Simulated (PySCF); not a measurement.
Job file and geometry (Å, from PBE0-D3(BJ)/def2-SVP) of an NMR shielding run on SMILES [O](C)[Al]([O]C)[O]C, C3H9AlO3, PySCF 2.14.0, density-fitted response routines, GIAO PBE0/pcSseg-1 NMR shielding, non-relativistic, gas phase; density fitting, a coarse starting grid and PySCF grid level 2 are the driver's defaults:

```
{"job": {"kind": "nmr", "xc": "PBE0", "basis": "pcSseg-1"}, "charge": 0, "multiplicity": 1}
C      2.262092    -0.723195     0.380528
O      1.298925     0.277385     0.399014
Al    -0.384874     0.367090     0.435576
O     -1.300621    -1.049192     0.443342
C     -2.647087    -1.388371     0.468860
O     -1.157711     1.865217     0.466436
C     -0.797723     3.206019     0.489265
H      2.938310    -0.629257     1.249290
H      2.886245    -0.647352    -0.528075
H      1.828800    -1.740183     0.403337
H     -2.920248    -1.970361    -0.429828
H     -3.313746    -0.507262     0.510973
H     -2.873050    -2.019733     1.347025
H     -1.197719     3.701910     1.392018
H      0.297275     3.359521     0.482174
H     -1.213917     3.736678    -0.385919
```

Question: What does the program print?

Answer: 
```
coarse grid: 13720 points
cycle   1  E = -587.0999684609  dE =  6.737e-01  |g| = 1.150e+00  |ddm| = 3.437e+00
cycle   2  E = -586.7510619786  dE =  3.489e-01  |g| = 1.794e+00  |ddm| = 1.886e+00
cycle   3  E = -587.3358098309  dE = -5.847e-01  |g| = 6.425e-02  |ddm| = 1.247e+00
cycle   4  E = -587.3365176844  dE = -7.079e-04  |g| = 1.819e-02  |ddm| = 4.295e-02
cycle   5  E = -587.3365829978  dE = -6.531e-05  |g| = 7.592e-03  |ddm| = 1.636e-02
cycle   6  E = -587.3365960756  dE = -1.308e-05  |g| = 6.239e-04  |ddm| = 5.130e-03
cycle   7  E = -587.3365961510  dE = -7.537e-08  |g| = 2.007e-04  |ddm| = 7.559e-04
final grid: 127488 points
cycle   8  E = -587.4094400553  dE = -1.639e-05  |g| = 1.467e-02  |ddm| = 1.750e-02
cycle   9  E = -587.4094026021  dE =  3.745e-05  |g| = 2.094e-02  |ddm| = 1.698e-02
cycle  10  E = -587.4094773449  dE = -7.474e-05  |g| = 1.368e-03  |ddm| = 1.058e-02
cycle  11  E = -587.4094777590  dE = -4.141e-07  |g| = 1.152e-04  |ddm| = 1.007e-03
cycle  12  E = -587.4094777622  dE = -3.236e-09  |g| = 3.685e-05  |ddm| = 1.637e-04
cycle  13  E = -587.4094777625  dE = -2.716e-10  |g| = 1.159e-05  |ddm| = 4.244e-05
converged SCF energy = -587.4094777625

GIAO shielding tensors (ppm)
atom      isotropic    diamagn.    paramagn.     s11        s22        s33       span
  0 C      130.565     240.581    -110.016    101.954    106.444    183.297     81.344
  1 O      342.884     399.876     -56.992    290.076    359.171    379.405     89.330
  2 Al     492.528     800.808    -308.280    428.057    524.180    525.347     97.291
  3 O      342.941     402.114     -59.173    290.468    359.412    378.942     88.475
  4 C      130.586     238.041    -107.455    101.980    106.487    183.292     81.312
  5 O      343.304     401.707     -58.403    291.716    359.370    378.825     87.110
  6 C      130.599     238.723    -108.124    101.976    106.491    183.331     81.355
  7 H       27.552      27.708      -0.155     23.269     25.013     34.376     11.107
  8 H       27.551      28.410      -0.858     23.276     25.003     34.376     11.100
  9 H       27.434      29.587      -2.152     22.607     26.095     33.602     10.994
 10 H       27.553      27.677      -0.125     23.272     25.009     34.377     11.105
 11 H       27.436      28.002      -0.566     22.612     26.091     33.604     10.992
 12 H       27.555      26.982       0.573     23.272     25.016     34.377     11.105
 13 H       27.548      26.727       0.822     23.257     25.013     34.374     11.117
 14 H       27.434      28.789      -1.355     22.623     26.043     33.637     11.014
 15 H       27.550      27.404       0.146     23.268     25.007     34.374     11.105
```

Question: Turn these shieldings into chemical shifts. δ = σ(ref) − σ, references computed at the same level: ¹³C (184.41 ppm) and ¹H (31.27 ppm) against TMS; H2O for ¹⁷O (334.56 ppm); AlH4- for ²⁷Al (489.28 ppm).

Answer: Averaging equivalent atoms: C 0/4/6: 53.8; O 1/3/5: -8.5; Al 2: -3.2; H 7/8/9/10/11/12/13/14/15: 3.75 ppm. Experimental scales use liquid or dissolved standards, which lie at an offset from isolated H2O (liquid H2O: subtract about 36 ppm).

Size and cost of the density-fitted run: 171 basis functions, 40 s wall time on 1 thread of an Arm Neoverse N1, shared host.
